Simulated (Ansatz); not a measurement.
Total energies of CH4AlFO2.

```xyz
9

O     0.334    0.672    0.837
Al    1.209   -0.582   -0.321
C    -0.541    0.264   -0.454
O    -1.696   -0.336   -0.059
F     2.462    0.132   -1.134
H    -0.101    0.287    1.609
H     1.413   -1.995    0.344
H    -0.695    1.237   -0.922
H    -2.385    0.320    0.099
```

The species carries charge 0 and has multiplicity 1. The bonds changed during the relaxation, so this is another structure than the one it started from. Geometry: relaxed with PBE0-D4/def2-TZVP. It is one conformer, not always the lowest. Basis def2-TZVPP, Ansatz.

RPA on PBE orbitals: Hartree–Fock energy of these orbitals -531.41147 Eh, correlation -1.52626 Eh (frozen core).

```csv
functional,energy without D4 (Eh),D4 term (kJ/mol)
LDA (SPW92),-530.30390,–
BLYP,-533.38956,-32.8
B97M-V,-533.29315,–
PBE0,-533.01326,-12.3
r2SCANh,-533.25046,-3.7
CAM-B3LYP,-533.35146,-12.4
LC-ωPBE,-533.18457,–
ωB97X-V,-533.29638,–
ωB97M-V,-533.33184,–
B2PLYP,-533.13504,–
```

(1) Give the same for PBE, revPBE, r2SCAN, B3LYP, r2SCAN0, HSE06 (plane-wave form), BHLYP, PBE-QIDH. (Best estimate.)

B3LYP takes the VWN-RPA correlation (the form of Gaussian; ORCA's B3LYP/G). HSE06 is the plane-wave form, built on full-range PBE exchange. The double hybrids freeze the cores in their second-order part.

## Answers

(1) The calculation gave: 
```tsv
functional	energy without D4 (Eh)	D4 term (kJ/mol)
PBE	-532.99027	-14.7
revPBE	-533.28090	-47.0
r2SCAN	-533.27022	-3.5
B3LYP	-533.45943	-23.7
r2SCAN0	-533.22214	-4.1
HSE06 (plane-wave form)	-532.99431	-11.4
BHLYP	-533.29841	-17.7
PBE-QIDH	-532.88939	–
```

LC-ωPBE has ω = 0.4 bohr⁻¹.
